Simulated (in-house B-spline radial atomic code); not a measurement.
Values are calculated unless marked as measured or tabulated.
# Extrapolating the RPA correlation energy in partial waves: Sr II (Sr+)

All-electron RPA on r2SCAN orbitals from an all-electron radial atomic-structure program (B-spline basis), scalar-relativistic (spin-free one-electron X2C), finite nucleus, configuration [Kr] 5s1, highest spin. RPA overbinds a lone outer s electron by self-correlation, and G0W0 tends to as well. With empty states up to angular momentum L the sums are:

```csv
L,E_c(L) (hartree)
4,-2.369326
5,-2.516902
6,-2.588456
7,-2.626113
8,-2.646841
9,-2.659156
```

For large l each further wave adds A/(l + 1/2)⁴, because the basis must build the cusp where two electrons meet.

Problem. Estimate the limit from L = 8 and L = 9.

Solution. Wave 9 adds -0.012315, against a sum of (l + 1/2)⁻⁴ of 1.22774e-04, so A = -100.31. The sum over l > 9 is ζ(4, 10.5) = 3.3168e-04, close to 1/(3 × 10³) = 3.3333e-04. The tail is -0.033270 and the limit -2.69243 hartree.

Problem. How good is the estimate?

Solution. A run to L = 11 sums to -2.67201 and extrapolates to -2.68916 hartree, 1.26 millihartree from the run before, so it has not settled and is itself too deep. The estimate differs from that by -3.27 millihartree, while the bare sum at L = 9 misses 30.0 millihartree (1.1 %).
